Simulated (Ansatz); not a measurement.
Geometry optimisation, RKS r2SCAN-D4/def2-SVP (Ansatz).

input.yaml

```yaml
crystal:
  periodic: [false, false, false]
  atoms:
    - { symbol: Sn, position_ang: [0.0, 0.0, 0.0] }
    - { symbol: O, position_ang: [0.0, 0.0, 1.96] }
    - { symbol: H, position_ang: [-0.9095, -0.2814, 2.2971] }
    - { symbol: O, position_ang: [1.8483, 0.0, -0.6527] }
    - { symbol: H, position_ang: [2.1646, -0.9521, -0.7693] }
    - { symbol: H, position_ang: [-0.8195, 1.4198, -0.5794] }
    - { symbol: H, position_ang: [-0.8195, -1.4198, -0.5794] }
basis:
  gaussian: { orbitals: def2-SVP }
hamiltonian:
  xc: r2scan
  dispersion: d4
relax:
  f_tol: 0.02
  max_steps: 40
output:
  orbitals: {}
```

Run as:

```bash
$ ansatz run input.yaml --threads 2 --pin off --max-ram 3072MiB --backend cpu --events-out ev --progress --plain --runs-dir out
```

Question: Where does it end, and by what steps?

Answer: The forces met the threshold. The force dipped under the threshold on the way, but the program's further checks kept it going. After 20 steps the energy has fallen by 0.205 eV; H3 moved furthest, 0.75 Å.

| step | energy less start (eV) | largest force component (eV/Å) | accepted |
| --- | --- | --- | --- |
| 0 | 0.0000 | 1.793 | yes |
| 1 | -0.1112 | 1.604 | yes |
| 2 | -0.1441 | 1.356 | yes |
| 3 | -0.1890 | 0.230 | yes |
| 4 | -0.1908 | 0.255 | yes |
| 5 | -0.1972 | 0.294 | yes |
| 6 | -0.1987 | 0.354 | yes |
| 7 | -0.2029 | 0.092 | yes |
| 8 | -0.2034 | 0.070 | yes |
| 9 | -0.1343 | 1.950 | no |
| 10 | -0.2042 | 0.012 | yes |
| 11 | -0.1939 | 0.790 | no |
| 12 | -0.2043 | 0.040 | yes |
| 13 | -0.2046 | 0.011 | yes |
| 14 | -0.2043 | 0.167 | no |
| 15 | -0.2048 | 0.039 | yes |
| 16 | -0.2048 | 0.052 | yes |
| 17 | -0.2049 | 0.046 | yes |
| 18 | -0.2049 | 0.047 | yes |
| 19 | -0.2050 | 0.055 | yes |
| 20 | -0.2051 | 0.001 | yes |

```xyz
7
Properties=species:S:1:pos:R:3
Sn -0.173 0.038 -0.114
O -0.338 0.216 1.862
H -0.250 -0.632 2.318
O 1.751 -0.065 -0.613
H 2.138 -0.932 -0.426
H -0.685 1.536 -0.726
H -0.979 -1.394 -0.626
```

Whether the end is a true minimum wasn't checked by a vibrational analysis.

Time of the run: 43 s on 2 threads of Arm Neoverse V2, on a shared host, peak memory 0.14 GiB.
